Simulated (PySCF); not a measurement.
Electron correlation in Sb²⁺ (antimony, charge +2)

[Kr] 4d10 5s2 5p1, 2P determinant. Calculation: PySCF 2.14, in x2c-TZVPall (8s6p4d2f, 60 functions); scalar relativity by spin-free X2C-1e. Frozen: [Kr] 4d10; 3 electrons correlated.

MP2 pair energies summed by pair of shells (mhartree):

| pair | energy | share (%) |
| --- | --- | --- |
| 5s-5s | -18.86 | 56.6 |
| 5s-5p | -14.48 | 43.4 |

Total MP2 correlation energy: -33.34 mhartree.

Same-spin part -2.20 and opposite-spin part -31.14 mhartree; SCS-MP2 scales them by 1/3 and 6/5 to -38.10 mhartree.
